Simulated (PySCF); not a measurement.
Compound: C2H10OSSi2.
Atom-mapped SMILES: `[CH3:1][CH2:2][O:3][SiH2:4][S:5][SiH3:6]` (hydrogens: H7, H8, H9 on C1; H10, H11 on C2; H12, H13 on Si4; H14, H15, H16 on Si6)

Torsions of this conformer, `[CH3:1][CH2:2][O:3][SiH2:4][S:5][SiH3:6]`: C1–C2–O3–Si4 -85°, C2–O3–Si4–S5 -56°, O3–Si4–S5–Si6 -51°.

The closed-shell ground state was solved at several levels (PySCF, density fitting, gas phase, non-relativistic). One conformer (not necessarily the lowest) at the PBE0-D3(BJ)/def2-SVP geometry, without solvent, vibrations or thermal averaging.

```csv
level,basis functions,total energy (Eh),HOMO (eV),LUMO (eV),gap (eV),dipole (D)
wB97X-D/pcSseg-1,173,-1134.5956,-9.42,1.79,11.21,1.44
PBE0/6-31G,86,-1133.9226,-7.49,-0.07,7.42,1.49
PBE0/def2-TZVP,264,-1134.2428,-7.55,0.01,7.56,1.20
PBE0/pcSseg-1,173,-1134.0861,-7.59,0.04,7.63,1.37
PBE0/6-31G*,116,-1134.0799,-7.44,0.12,7.56,1.45
OPBE/pcSseg-1,173,-1134.4624,-6.40,-0.63,5.77,1.39
HF/pcSseg-1,173,-1131.8187,-10.33,3.33,13.66,1.45
```

Question: What might PBE0/def2-SVP (146 basis functions) give for the same quantities?

Answer: Total energy -1133.7202 Eh, HOMO -7.49 eV, LUMO 0.34 eV, gap 7.83 eV, dipole 1.23 D.

Question: Over all these levels, which gives the widest orbital gap and which the narrowest?

Answer: HF/pcSseg-1 (Hartree–Fock, all exact exchange) has the widest, 13.66 eV, and OPBE/pcSseg-1 (GGA) the narrowest, 5.77 eV. The two share the basis. From the narrowest to the widest the HOMO moves by -3.93 eV and the LUMO by +3.96 eV. The HOMO need not be the same orbital at Hartree–Fock and at DFT levels.

Question: How much does the basis alone move the frontier levels among the 5 PBE0 rows (the withheld one included)?

Answer: The HOMO by 0.15 eV and the LUMO by 0.41 eV. By rising basis size (HOMO, LUMO in eV): 6-31G -7.49, -0.07; 6-31G* -7.44, 0.12; def2-SVP -7.49, 0.34; pcSseg-1 -7.59, 0.04; def2-TZVP -7.55, 0.01.

Question: In the pcSseg-1 basis, how does the gap go with the fixed share of exact exchange?

Answer: OPBE (0 %) 5.77 eV; PBE0 (25 %) 7.63 eV; HF (100 %) 13.66 eV. Each rise in the share widens the gap here.

Question: How far do the dipole and the HOMO energy spread over the levels?

Answer: The dipole runs from 1.20 to 1.49 D (mean 1.38 D) and the HOMO from -10.33 to -6.40 eV.

The pairwise dispersion term of wB97X-D wasn't added to the energies; at a given geometry it leaves orbitals and properties as they are.
